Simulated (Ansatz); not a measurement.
Harmonic frequencies (cm⁻¹) at PBE0-D4/def2-TZVP from Ansatz: 79, 111, 245, 435, 501, 512, 734, 778, 1189, 1435, 1445, 1821, 3066, 3167, 3184.

**Question.** Which molecule is it?
A. `C[O][Ga][Br]`•
B. `N[B]O`•
C. `[CH3][SnH][Br]`•
D. `[CH3][SbH]`•

**Answer.** C.
